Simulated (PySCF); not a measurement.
A PySCF script (with the pyscf-properties extension) for the NMR shieldings of `C#CC1=CS[C@H](F)C[SiH2]1`, C₆H₇FSSi, on a GFN2-xTB geometry:

```python
import basis_set_exchange as bse
import numpy as np
from pyscf import gto, dft
from pyscf.prop import nmr

atoms = """
C     3.643023   -0.133765    0.195627
C     2.465610    0.024459    0.015545
C     1.074660    0.177055   -0.160540
C     0.639440    1.156685   -0.968834
S    -0.995911    1.623556   -1.345203
C    -2.034582    0.728547   -0.132418
F    -1.845681    1.287240    1.109226
C    -1.756567   -0.752808   -0.075498
Si   -0.050190   -1.044458    0.730237
H     4.673693   -0.261220    0.342130
H     1.330791    1.799515   -1.498153
H    -3.061451    0.974178   -0.430837
H    -2.546571   -1.233438    0.501342
H    -1.801557   -1.152053   -1.087392
H     0.369425   -2.415204    0.430299
H    -0.111731   -0.769345    2.165509
"""
names = dict.fromkeys(["C", "S", "F", "Si", "H"], "pcSseg-1")
basis = {el: gto.basis.parse(bse.get_basis(n, elements=[el], fmt="nwchem")) for el, n in names.items()}
mol = gto.M(atom=atoms, basis=basis, charge=0, verbose=0)
mf = dft.RKS(mol, xc="PBE0")
mf.grids.level = 2
mf.grids.alignment = dft.numint.BLKSIZE   # the property module wants whole blocks of grid points
mf.conv_tol = 1e-9
mf.kernel()

calc = nmr.RKS(mf)   # GIAO
C = mf.mo_coeff
Co = C[:, mf.mo_occ > 0]
resp = mf.gen_response(singlet=True, hermi=2)
def vind(x):   # induced exchange potential for any number of trial vectors
    d = np.einsum("pi,xij,qj->xpq", C, 2 * x.reshape(-1, C.shape[1], Co.shape[1]), Co, optimize=True)
    return np.einsum("xpq,pi,qj->xij", resp(d - d.transpose(0, 2, 1)), C, Co, optimize=True).ravel()
mo1, _ = nmr.rhf.solve_mo1(calc, with_cphf=vind)
sigma = calc.kernel(mo1)
for i, s in enumerate(sigma):   # ppm
    print("%2d %-2s %9.2f" % (i, mol.atom_pure_symbol(i), np.trace(s) / 3))
```

Q: Give the expected output.

A: 
```
 0 C      97.80
 1 C      98.57
 2 C      76.89
 3 C      30.15
 4 S     366.28
 5 C      87.15
 6 F     344.71
 7 C     168.51
 8 Si    413.60
 9 H      28.79
10 H      24.24
11 H      25.45
12 H      29.93
13 H      30.34
14 H      27.45
15 H      27.08
```

These numbers come from an equivalent density-fitted implementation of the same equations, which agrees with the script to about 0.01 ppm for H and up to a few tenths of a ppm for heavy atoms, so last digits may differ.

Q: Turn these shieldings into chemical shifts. Referencing at the same level of theory: 13C (186.93 ppm) and 29Si (349.16 ppm) and 1H (31.72 ppm) against TMS; 33S (503.73 ppm) vs CS2; 19F (170.95 ppm) vs CFCl3.

A: Averaging equivalent atoms: C 3: 156.8; C 2: 110.0; C 5: 99.8; C 0: 89.1; C 1: 88.4; C 7: 18.4; S 4: 137; F 6: -173.8; Si 8: -64.4; H 10: 7.48; H 11: 6.27; H 15: 4.64; H 14: 4.27; H 9: 2.93; H 12: 1.78; H 13: 1.37 ppm. Unscaled 19F shifts against computed CFCl3 carry errors that often reach 10 to 50 ppm.

Size and cost of the density-fitted run: 202 basis functions, 67 s wall time on 1 thread of an Arm Neoverse N1, shared host; peak memory 0.91 GiB.
